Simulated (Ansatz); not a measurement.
```json
{"atom": "C", "x (Å)": "0.0000", "y (Å)": "0.0000", "z (Å)": "-0.5778"}
{"atom": "C", "x (Å)": "0.0000", "y (Å)": "0.0000", "z (Å)": "0.5778"}
```

Basis set: 6-31G* (spherical functions). Correlated methods keep 2 orbitals frozen. Charge 0, multiplicity 1.

Computed with Ansatz (development build ahead of 0.2.0); each method stands on the lowest determinant of its kind that the runs found. Restricted open shells among the atoms or ions are ROHF, correlated in semicanonical orbitals with singles.

The atomization energy at this shape (free ground-state atoms in the same class of orbitals less the molecule, no zero-point energy) of singlet C₂:

| method | atomization energy |
| --- | --- |
| RHF-MP2 | 83.51 kcal/mol |

(1) What does RHF give?

Answers

(1) 9.67 kcal/mol. Caution: in another basis set an unrestricted determinant lies well below; the shape is not the minimum.
